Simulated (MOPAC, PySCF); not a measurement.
CH4Si, SMILES `C=[SiH2]`, neutral singlet in the gas phase. 

Cartesian coordinates (Å):
SMILES: [SiH2]=C
```xyz
6

C     -0.9037    -0.1062     0.1539
Si     0.7598     0.0893    -0.1294
H     -1.4272     0.4497     0.9231
H     -1.5101    -0.7949    -0.4230
H      1.5968     1.0253     0.6509
H      1.4843    -0.6632    -1.1755
```
Charge 0, multiplicity 1.

All levels are single points at this geometry (PBE0-D4/def2-TZVPD); Pople sets use spherical d functions. Orbital energies aren't observables, and empty levels follow the basis.

HF/6-31G* in PySCF gives dipole (D) = 0.70.

Question: Estimate the dipole (D) from each of these levels: PBE-D3(BJ)/def2-TZVPD in PySCF; PBE0-D4/def2-TZVPD in PySCF; B3LYP/3-21G in PySCF; B3LYP/6-31G* in PySCF; HF/3-21G in PySCF; HF/STO-3G in PySCF; PM3 in MOPAC; PM7 in MOPAC.

Answer: 
```csv
level,dipole (D)
PBE-D3(BJ)/def2-TZVPD in PySCF,0.63
PBE0-D4/def2-TZVPD in PySCF,0.78
B3LYP/3-21G in PySCF,0.19
B3LYP/6-31G* in PySCF,0.34
HF/3-21G in PySCF,0.42
HF/STO-3G in PySCF,1.16
PM3 in MOPAC,0.01
PM7 in MOPAC,0.13
```
